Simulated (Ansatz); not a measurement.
`CCCCCCN` + CH₃NH₂ → `CNCCN` + `CCCC`  (substitution at a C–C bond)

Computed with Ansatz on PBE0-D4/def2-TZVP structures; ΔE is electronic, products minus reactants. CCSD(T)/CBS is the MP2 limit (def2-TZVPP, def2-QZVPP) plus CCSD(T) − MP2 in def2-TZVPP, frozen cores. DFT in def2-TZVPP. B3LYP here is the variant with VWN-RPA as its local correlation; programs differ in this. One conformer a species, not always the lowest.

**Question.** Is it downhill or uphill in electronic energy at CCSD(T)/CBS, and by how much? (An estimate is asked.)

**Answer.** The calculation gave: Uphill: ΔE = +3.4 kcal/mol.

**Question.** What do these levels give: BHLYP-D4, PBE0, B3LYP, r2SCANh, r2SCAN0, CCSD/CBS(def2)? (Best estimate.)

**Answer.** Ansatz gave: BHLYP-D4 2.2, PBE0 2.0, B3LYP 1.3, r2SCANh 2.0, r2SCAN0 2.2, CCSD/CBS(def2) 3.3 kcal/mol.

Largest T1 diagnostic among the species: 0.009.

In def2-TZVPP, CCSD(T) changes the Hartree–Fock value by +1.7 kcal/mol (the triples alone add +0.1 kcal/mol) and MP2 by +2.0 kcal/mol. Leaving LDA and LC-ωPBE aside and taking each functional with its dispersion term where it has one, the values, not all of them listed here, spread over 0.9 kcal/mol, from BLYP-D4 to ωB97M-V.
